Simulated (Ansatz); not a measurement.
The cluster Hg4Se4, relaxed as a singlet with RKS r2SCAN-D4/def2-SVP in Ansatz, starting from the GFN1-xTB geometry. Force threshold 0.03 eV/Å.

In the def2 sets Hg takes a core potential; there is no spin–orbit coupling. The structure comes from a short search, and lower isomers may exist.

Start:

```xyz
8

Hg    1.2102   -2.5139    0.7086
Hg   -1.0445    1.5759    0.0885
Hg    1.6217   -0.3294   -1.8740
Hg   -3.1082    3.5017   -0.0339
Se    0.3673    1.8373   -2.0393
Se   -1.7274   -0.1466    1.9162
Se    0.1553   -1.2622    2.6953
Se    2.5255   -2.6628   -1.4614
```

Estimate the energy that the relaxation releases and the steps that it takes.

0.52 eV, in 6 steps; 89 s on 4 threads of Arm Neoverse V1 on a shared host. No frequencies were taken in this run, so the end may be a saddle point.

Does the start keep its bonding?

By distances, no bond broke or formed. The bond that changes most is Hg2–Hg4, from 2.83 to 3.20 Å (atoms count from 1).

Predict the relaxed structure.


```xyz
8

Hg    1.222   -2.130    0.783
Hg   -0.782    1.132   -0.027
Hg    1.510   -0.306   -1.937
Hg   -3.087    3.352    0.036
Se    0.578    2.003   -1.942
Se   -1.803   -0.312    1.752
Se    0.183   -1.079    2.795
Se    2.179   -2.660   -1.460
```
Bond lengths (bridged metal pairs left out): 6 × Hg–Se 2.49 to 2.51 Å; 1 × Se–Se 2.37 Å.
